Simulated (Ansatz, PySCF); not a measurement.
CNiO, SMILES [O+]#[C-]->[Ni], multiplicity 1. Atoms are numbered in the order given.

```xyz
3

Ni     0.0000     0.0000    -0.7441
O      0.0000     0.0000     2.0693
C      0.0000     0.0000     0.9233
```

Geometry: PBE0-D3(BJ)/def2-TZVP. The spin state was assumed, not searched.

Two levels are set side by side: PBE-D3(BJ)/def2-TZVP (Ansatz, an electronic-structure program) and PBE0-D3(BJ)/def2-TZVP (Ansatz). Each level has its own optimised geometry; the coordinates shown are those of the second. Frequencies come from the Hessian of PySCF at each geometry. Differences are taken from unrounded values.

```tsv
quantity	PBE0-D3(BJ)	PBE-D3(BJ)	PBE-D3(BJ) minus PBE0-D3(BJ)
mean bond length (Å)	1.407	1.416	0.009
bond Ni1–C3 (Å)	1.667	1.668	0.001
bond O2–C3 (Å)	1.146	1.164	0.018
highest harmonic wavenumber (cm⁻¹)	2120	2017	-102
mean harmonic wavenumber (cm⁻¹)	859	833	-26
zero-point energy (kcal/mol)	4.91	4.76	-0.15
```

GGA bonds tend to be longer and softer than those of functionals with exact exchange. Differences between two approximate levels are no errors against the true value.
